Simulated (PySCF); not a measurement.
## Radial density of Ag (silver, neutral)

UHF, [Kr] 4d10 5d1, 2D determinant (an excited configuration). All numbers are calculated (PySCF 2.14, scalar relativity by spin-free X2C-1e, in x2c-QZVPPall with one added diffuse shell each of s, p, d, f, g type (14s9p8d5f3g, 143 functions)).

```tsv
r (bohr)	4πr²ρ (e/bohr)	4πr²(ρα − ρβ)
0.0312	55.57	0.0000
0.0524	53.95	0.0000
0.0882	75.21	0.0002
0.148	57.90	0.0007
0.250	58.26	0.0011
0.420	39.32	0.0000
0.706	16.95	0.0027
1.19	14.42	0.0030
2.00	2.983	-0.0006
3.36	0.2172	0.0126
5.65	0.08753	0.0856
9.50	0.1434	0.1434
16.0	0.003562	0.0036
```

Densities and radii are taken from the X2C orbitals without a picture-change correction, which distorts them close to the nucleus.

The outer electron is Rydberg-like, and this basis confines it to a smaller radius and binds it less than a complete one would.
